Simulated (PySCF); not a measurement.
Al(All)(Cl)(OH) (C3H6AlClO), SMILES C=C[CH2][Al]([OH])[Cl].

Geometry: B3LYP-D3(BJ)/def2-SVP. One conformer was computed; it need not be the lowest.

The numbers are results of B3LYP-D3(BJ)/def2-SVP (PySCF), not measurements.

Frequencies are harmonic and unscaled.

Estimate the vibrational spectrum. (An estimate is asked for; the answer gives what the named calculation found.)


```tsv
mode	ν (cm⁻¹)	IR (km/mol)	moving atoms (share of kinetic energy)
1	35	1.0	C 35 %, O 32 %, H 17 %, Cl 10 %
2	44	0.6	C 59 %, Cl 19 %, H 18 %
3	118	1.6	H 35 %, C 35 %, Cl 19 %
4	192	5.9	Al 28 %, H 27 %, C 25 %, O 11 %, Cl 9 %
5	205	21.6	O 44 %, H 18 %, Cl 17 %, C 10 %, Al 10 %
6	264	31.8	Al 57 %, C 16 %, H 15 %, O 9 %
7	375	135.0	H 88 %, O 10 %
8	410	2.5	H 53 %, C 45 %
9	459	18.4	Cl 40 %, C 21 %, Al 16 %, O 13 %, H 10 %
10	566	120.3	H 74 %, O 12 %, C 10 %
11	617	124.0	H 46 %, Al 25 %, C 20 %
12	712	113.2	H 57 %, C 28 %, Al 13 %
13	721	18.9	H 47 %, C 36 %, Al 13 %
14	895	91.9	O 45 %, Al 43 %, H 10 %
15	913	39.7	H 72 %, C 28 %
16	929	14.9	C 56 %, H 44 %
17	1006	10.9	H 79 %, C 20 %
18	1032	20.8	H 88 %, C 12 %
19	1090	44.7	H 65 %, C 34 %
20	1195	18.5	H 62 %, C 37 %
21	1313	1.2	H 80 %, C 20 %
22	1409	5.4	H 90 %, C 10 %
23	1437	4.9	H 84 %, C 16 %
24	1690	23.8	C 85 %, H 15 %
25	3052	3.7	H 95 %
26	3117	1.3	H 91 %, C 9 %
27	3129	9.9	H 94 %
28	3136	5.6	H 92 %, C 8 %
29	3231	8.3	H 89 %, C 11 %
30	3920	99.9	H 94 %
```
